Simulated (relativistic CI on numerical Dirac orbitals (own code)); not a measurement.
Method of calculation: Dirac equation for one electron, model QED (radiative potential, 1s self-energy scaled to tabulated hydrogen-like ionisation energies) (own radial code, finite nucleus).

Configuration list: 1s, 2s, 2p, 3s, 3p, 3d, 4s, 4p, 4d, 4f, 5s, 5p, 5d, 5f, 5g, 6s, 6p, 6d. Levels of other configurations are missing.

Outline of the computed level scheme of Br XXXV. Lowest level of each configuration: 1s 2S_1/2 at 0.0 eV; 2p 2P°_1/2 at 12682.5 eV; 2s 2S_1/2 at 12684.1 eV; 3p 2P°_1/2 at 15054.1 eV; 3s 2S_1/2 at 15054.6 eV; 3d 2D_3/2 at 15075.1 eV; 4p 2P°_1/2 at 15881.3 eV; 4s 2S_1/2 at 15881.5 eV; 4d 2D_3/2 at 15890.1 eV.

Some strong electric-dipole decays among the lowest 14 levels: 2p 2P°_1/2 → 1s 2S_1/2 (9.5e+14 s⁻¹); 2p 2P°_3/2 → 1s 2S_1/2 (9.3e+14 s⁻¹); 3p 2P°_3/2 → 1s 2S_1/2 (2.5e+14 s⁻¹); 3p 2P°_1/2 → 1s 2S_1/2 (2.5e+14 s⁻¹); 4p 2P°_3/2 → 1s 2S_1/2 (1.0e+14 s⁻¹); 4p 2P°_1/2 → 1s 2S_1/2 (1.0e+14 s⁻¹); 3d 2D_5/2 → 2p 2P°_3/2 (9.7e+13 s⁻¹); 3d 2D_3/2 → 2p 2P°_1/2 (8.3e+13 s⁻¹).
